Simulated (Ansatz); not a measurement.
System: C3H6O2Si, net charge 0, singlet state. 
Coordinates optimised at B3LYP-D3(BJ)/def2-TZVP (Ansatz, a first-principles code):
SMILES: O=CCC(=O)[SiH3]
```xyz
12

O     -1.1846     1.2390    -1.0355
C     -1.6667     0.1385    -0.9427
C     -0.9788    -1.0304    -0.2886
C      0.1846    -0.6387     0.6183
O      0.2719    -1.1290     1.7222
Si     1.5281     0.6347     0.0419
H     -2.6737    -0.0720    -1.3539
H     -1.6964    -1.6418     0.2646
H     -0.5849    -1.6594    -1.0997
H      1.6270     0.6845    -1.4326
H      2.8033     0.1478     0.6152
H      1.1974     1.9582     0.6044
```
Charge 0, spin multiplicity 1.

Computed values are from Ansatz. Correlated levels leave the core frozen unless marked. UHF or UKS for open shells. No spin-orbit coupling. Non-relativistic. CBS(X,Y): correlation extrapolated as X^-3; Hartree-Fock from the larger set.

atomisation energy De: 1138.4 kcal/mol at CCSD(T)/CBS(cc-pV(T+d)Z,cc-pV(Q+d)Z)
total energy: -557.1295 Eh at CCSD(T)/CBS(cc-pV(T+d)Z,cc-pV(Q+d)Z)
dipole moment: 2.80 D at CCSD(T)/aug-cc-pV(D+d)Z
T1 diagnostic: 0.016 at CCSD/cc-pV(Q+d)Z
